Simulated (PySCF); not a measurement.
Basis-set dependence of TeC at CCSD(T)

PySCF, RHF reference; singlet, unpaired electrons none; De to Te + C without counterpoise correction. Frozen cores follow the default of each basis and core potential.

```json
{"basis": "cc-pVDZ-PP/cc-pVDZ", "relativity": "scalar-relativistic core potentials", "functions": "37", "Re (Å)": "1.928", "ωe (cm⁻¹)": "824", "De (eV)": "4.34", "frozen orbitals": "5"}
{"basis": "x2c-SVPall", "relativity": "spin-free X2C", "functions": "50", "Re (Å)": "1.916", "ωe (cm⁻¹)": "840", "De (eV)": "4.43", "frozen orbitals": "19"}
{"basis": "aug-cc-pVDZ-PP/aug-cc-pVDZ", "relativity": "scalar-relativistic core potentials", "functions": "55", "Re (Å)": "1.928", "ωe (cm⁻¹)": "824", "De (eV)": "4.53", "frozen orbitals": "5"}
{"basis": "def2-TZVPP", "relativity": "scalar-relativistic core potentials", "functions": "81", "Re (Å)": "1.903", "ωe (cm⁻¹)": "855", "De (eV)": "4.80", "frozen orbitals": "5"}
```

How does each smaller set differ from the one with most functions, def2-TZVPP?

cc-pVDZ-PP/cc-pVDZ: +2.5 pm, -3.6 % in ωe, -0.46 eV in De; x2c-SVPall: +1.3 pm, -1.8 % in ωe, -0.37 eV in De; aug-cc-pVDZ-PP/aug-cc-pVDZ: +2.5 pm, -3.6 % in ωe, -0.27 eV in De. All at CCSD(T); the set with most functions is neither the basis-set limit nor always the best. The rows treat relativity differently, so the differences are not basis effects alone.

Correlated steps freeze the inner cores (5 to 19 orbitals); shallow outer-core shells are correlated. Correlated levels converge slowly with the basis: in double zeta they bind strong bonds too weakly, by up to about 1 eV, and carry superposition errors of some tenths. Spin–orbit coupling is left out, which matters for elements this heavy, above all for dissociation energies. Where the molecule has an RHF reference, its open-shell atoms are computed with UHF. The CCSD T1 diagnostic is raised in TeC, a sign that a single reference may not be enough there.
